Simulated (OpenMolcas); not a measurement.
## Co2+: effect of the metal basis

Co2+ with its 6 nearest oxide ions at 2.118 Å, on the Mg site of MgO (a = 4.2112 Å, distance in the model lattice 2.106 Å). The rest of the host is ab initio model potentials to 7.6 Å and point charges beyond; the distance is set by hand and nothing relaxes.

* Program: OpenMolcas 26.06
* Method: CASSCF
* Spin-orbit coupling: state interaction with AMFI integrals over the reference wave functions

Fixed: ligand basis ANO-RCC-VDZP, active space 7 electrons in 5 orbitals (3d), DKH2 Hamiltonian.

States (labels of O, the rotations of Oh). Energies in cm-1 above the lowest state or level, χT in cm3 K/mol; under a threefold ground state the first gap can be a small split of the lowest multiplet, not the spin-orbit step; 10Dq and B are least-squares fits to the states below 45000 cm-1, weighted by degeneracy, with a free offset, and given where the rms deviation is under 5 % of |10Dq| (or 100 cm-1) and under 700 cm-1.

```tsv
Run	Metal basis	Ground state	First state of that spin	10Dq	B (rms of fit)	First gap with spin-orbit (degeneracies)	χT at 300 K	First state of another spin	Cost
A	ANO-RCC-VDZP	4T1	4T2 7994	9067	1180 (90)	353.5 (2, 4)	3.467	2E 12581	roughly 19 core-seconds
B	ANO-RCC-VTZP	4T1	4T2 7351	8380	1188 (79)	354.7 (2, 4)	3.500	2E 13327	roughly 26 core-seconds
```

Against A, |10Dq| changes by -7.6 % in B.

Costs are those of the RASSCF and RASSI steps.

An orbital triplet at a regular site is open to Jahn-Teller coupling, which can distort the site and quench the lowest spin-orbit gaps and is left out. Without dynamic correlation the repulsion within the d shell is too large (B by tens of per cent), so at a given field states of lower spin stand too high. Ligand-to-metal charge-transfer states are missing. With no ligand orbital active B as a rule stays too high, so bands that hang on it stand too high and its fall with covalency is understated. With metal d orbitals alone and no dynamic correlation 10Dq can be off by a tenth to a fifth, either way, in oxide and fluoride hosts. No measured value stands beside these numbers; the geometry was set by hand and not optimised.
